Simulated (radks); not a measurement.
Task: These are the eigenvalues of the occupied orbitals of an atom or ion with whole-number occupations (hartree). Method: Dirac Kohn-Sham, exchange-only PBE, spin-unpolarised, spherical densities, finite nucleus; Fermi nuclear charge, rms radius of each element as measured or else 0.836 A^(1/3) + 0.57 fm; computed with a radial shooting solver on a logarithmic mesh with Libxc functionals.

1s1/2: -2855.264
2s1/2: -613.4993
2p1/2: -594.7565
2p3/2: -537.7314
3s1/2: -234.5388
3p1/2: -227.1598
3p3/2: -212.7917
3d3/2: -202.0993

Which element is it, and in what charge state? The configuration may be excited. Open shells, if any, fill j = l - 1/2 first.

Result: Z = 76, osmium, charge +56: Os56+ in [Ar] 3d2. The list shows which subshells hold electrons but not how many an open one holds; the 1s level, -2855.3 hartree, gives Z - s = 75.6 by -(Z - s)^2/2, which with screening and relativity narrows Z to a few neighbours, and the depths of the outer levels then fix element, charge and occupations together.
